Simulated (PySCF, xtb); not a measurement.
C3H6BrF, SMILES Br[C@H](CC)F.

GFN2-xTB run with xtb at its own geometry gives an orbital gap of 5.00 eV and a dipole moment of 3.71 D.

Coordinates come from a B3LYP-D3(BJ)/def2-SVP optimisation. The structure was generated by enumeration; whether it is a known compound was not checked. The values are those of a single conformer.

What does PySCF with ωB97X/def2-TZVP give? (The exact figures need the calculation; the answer reports its results.)

gap 12.51 eV (levels -10.51 and 2.00 eV), dipole 2.29 D.
